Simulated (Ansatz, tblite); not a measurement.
Cost and result up the ladder for SnH2MeF (CH₅FSn) (8 atoms). Total charge 0; singlet. Geometry: PBE-D4/def2-TZVP.

```xyz
8

Sn    0.4213    0.7535   -0.4489
H     1.3639    1.8077    0.5320
H    -0.5246    1.5908   -1.6176
C    -0.6209   -0.7828    0.6256
H    -1.3440   -0.3378    1.3210
H     0.1090   -1.3782    1.1872
H    -1.1473   -1.4273   -0.0883
F     1.7426   -0.2260   -1.5111
```

Ansatz on 4 threads of Arm Neoverse V1 on a shared host; xTB runs through tblite on one thread. Times are rough, summed over both states, and most runs start from the orbitals of an earlier one. PBE0-D4/def2-TZVP serves as the yardstick here, not as an exact answer. The other state is a triplet.

In the def2 sets Sn takes a core potential; there is no spin–orbit coupling. The xTB rows come from tblite.

Run but left out: PBE-D4/def2-TZVP (triplet: an occupied level 0.05 eV above an empty one).

xTB has no spin-polarisation term.

```json
{"level": "GFN2-xTB", "functions": "22", "wall time": "0.006 s", "vertical triplet (eV)": "5.56", "difference from PBE0-D4/def2-TZVP (eV)": "-0.92"}
{"level": "GFN1-xTB", "functions": "27", "wall time": "0.007 s", "vertical triplet (eV)": "6.03", "difference from PBE0-D4/def2-TZVP (eV)": "-0.44"}
{"level": "PBE0-D4/def2-TZVP", "functions": "142", "wall time": "8.3 s", "vertical triplet (eV)": "6.48", "difference from PBE0-D4/def2-TZVP (eV)": "0.00"}
{"level": "r2SCAN-D4/def2-TZVP", "functions": "142", "wall time": "13 s", "vertical triplet (eV)": "6.27", "difference from PBE0-D4/def2-TZVP (eV)": "-0.21"}
```
